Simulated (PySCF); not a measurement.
**How methods differ on the ionisation energy of Fe⁺**

Fe⁺ [Ar] 3d6 4s1 (6D) → Fe²⁺ [Ar] 3d6 (5D), as a difference of total energies. Computed with PySCF 2.14 in x2c-TZVPPall with one added diffuse shell each of s, p, d, f type (7s6p5d3f1g, 80 functions), with scalar relativity by spin-free X2C-1e. Correlated levels: valence: [Ar] frozen; valence and next inner shell: [Ne] frozen. The calculations carry no spin-orbit coupling.

```
                                method  ionisation energy (eV)
                                   UHF                  15.302
                                   PBE                  16.830
                                  PBE0                  16.499
                                r2SCAN                  16.693
                                 TPSSh                  16.446
                                 HSE06                  16.570
                             BHandHLYP                  16.188
                         MP2 (valence)                  15.888
                     SCS-MP2 (valence)                  15.641
    MP2 (valence and next inner shell)                  16.161
SCS-MP2 (valence and next inner shell)                  15.915
```

Task: Estimate what wB97X-V gives.

Result: 16.112 eV, closest to MP2 (valence and next inner shell) among the rows shown.

Task: Estimate what LDA gives.

Result: 17.087 eV, closest to PBE among the rows shown.

Errors of the correlated levels include the incompleteness of this basis and the frozen core.

For comparison: 16.199 eV (measured; NIST Atomic Spectra Database, ionization energies).
